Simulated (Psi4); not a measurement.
F₄Si (SMILES F[Si](F)(F)F), singlet, geometry from GFN2-xTB. Base run: PBE/3-21G run with Psi4.

Psi4 was given this input:
```
memory 2 GB

molecule mol {
0 1
Si    0.000000   -0.000000    0.000000
F     0.885523    0.904021    0.922295
F    -0.913890   -0.912438    0.885605
F    -0.894010    0.904082   -0.914011
F     0.922377   -0.895666   -0.893889
}

set {
  basis 3-21g
  reference rks
}

energy('pbe')
print_variables()
```

Each row names what was changed in the base input (with any setting that the change needs).

```
change                                            ΔE vs base (eV)  point group used  SCF cycles
------------------------------------------------  ---------------  ----------------  ----------
base                                                         0.00                c1           6
jitter_ang = 0.002                                           0.01                c1           7
molecule keys = symmetry c1                                  0.00                c1           6
molecule keys = no_reorient                                  0.00                c1           6
molecule keys = symmetry c1, no_reorient, no_com             0.00                c1           6
```
